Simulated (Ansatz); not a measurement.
`CN[BH][SnH3]` + H–F → `[F][SnH3]` + `BNC` at 700 K and 1 bar (cleavage of the Sn–B bond).

Isolated molecules relaxed with PBE0-D4/def2-TZVP in Ansatz; ΔE leaves out vibrations. CCSD(T)/CBS adds triple-zeta CCSD(T) − MP2 to the extrapolated MP2 energy (def2 sets, frozen cores). This one scheme is used for every species. def2 core potentials past Kr. For Sn outer-core shells are correlated without core-valence functions, which leaves a few kJ/mol of doubt a bond. One conformer a species, not always the lowest.

```json
{"species": "`CN[BH][SnH3]`", "CCSD(T)/CBS energy (Eh)": "-336.39466", "H − E (kJ/mol)": "315.5", "S (J/(mol·K))": "481.4"}
{"species": "H–F", "CCSD(T)/CBS energy (Eh)": "-100.39570", "H − E (kJ/mol)": "45.2", "S (J/(mol·K))": "198.5"}
{"species": "`[F][SnH3]`", "CCSD(T)/CBS energy (Eh)": "-315.62493", "H − E (kJ/mol)": "99.6", "S (J/(mol·K))": "325.6"}
{"species": "`BNC`", "CCSD(T)/CBS energy (Eh)": "-121.18426", "H − E (kJ/mol)": "253.9", "S (J/(mol·K))": "346.7"}
```

H − E and S are ideal-gas, rigid-rotor, harmonic terms from PBE0-D4/def2-TZVP, for one conformer and one mirror image of each species. 1 Eh = 2625.50 kJ/mol, R = 8.31446 J/(mol·K).

Task: By hand: ΔE, ΔH, ΔS and ΔG.

Result: ΔE = (-315.62493) + (-121.18426) − (-336.39466) − (-100.39570) = -0.01883 Eh = -49.4 kJ/mol. Δ(H − E) = 99.6 + 253.9 − 315.5 − 45.2 = -7.2, so ΔH = -56.6 kJ/mol. ΔS = 325.6 + 346.7 − 481.4 − 198.5 = -7.6 J/(mol·K). ΔG = -56.6 − 700 × (-7.6)/1000 = -51.3 kJ/mol.

Task: By hand: the equilibrium constant, and the temperature at which ΔG would vanish if ΔH and ΔS stayed fixed.

Result: log₁₀ K = −ΔG/(RT ln 10) = 3.8. ΔG = 0 at ΔH/ΔS = 7447 K, far beyond where these terms or the molecules hold.

The number of gas molecules stays the same, so ΔS is small and ΔH decides. A doubt of 5 kJ/mol in ΔE shifts log₁₀ K by 0.4 here. Other conformers and mirror images would add mixing entropy, several J/(mol·K) or more a flexible species. These are equilibria of isolated gas molecules and say nothing of rates. Largest T1 diagnostic: 0.014 (customary marks: 0.02 for closed shells, 0.045 for open ones).
